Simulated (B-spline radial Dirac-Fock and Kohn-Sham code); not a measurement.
Fe²⁺: non-radiative channels of the 2p3/2 vacancy

System: the Fe²⁺ ion, configuration [Ar] 3d6.

The run's input, task.json:

```json
{"items": [{
  "Z": 26,
  "q": 2,
  "cfg": [[1, 0, 2], [2, 0, 2], [2, 1, 6], [3, 0, 2], [3, 1, 6], [3, 2, 6]],
  "A": 56,
  "rrms": 3.7377,
  "do": ["binding", "quiet", "decay"],
  "holes": ["K", "L1", "L2", "L3", "M1", "M2", "M3"]
}]}
```

Command: `python xray_run.py task.json out`

Calculated with a radial atomic solver, using a relativistic independent-particle model: LDA orbitals of the hole state, radiative multipoles to third order, Auger rates from the Coulomb interaction with a continuum orbital, Dirac-Fock energies. Kinetic energies are configuration averages from the vacuum level; the two-hole energies are estimated from single-hole states.

```tsv
transition	kinetic energy (eV)	width (meV)	share (%)
L3-M1M1	460.8	2.31	0.5
L3-M1M2	503.5	1.58	0.4
L3-M1M3	505.1	45.0	10.5
L3-M2M3	542.5	68.9	16.1
L3-M3M3	543.6	101	23.7
L3-M1M4	561.6	1.93	0.5
L3-M1M5	561.8	2.90	0.7
L3-M2M5	600.9	16.9	4.0
L3-M2M4	601.8	1.75	0.4
L3-M3M4	602.4	41.6	9.7
L3-M3M5	603.1	61.8	14.5
L3-M4M4	660.2	2.30	0.5
L3-M4M5	660.4	46.8	11.0
L3-M5M5	660.5	31.7	7.4
```

The listed channels hold 100 % of the non-radiative rate. Summed by principal shells, of 0.427 eV in all: LMM 100.0 %.
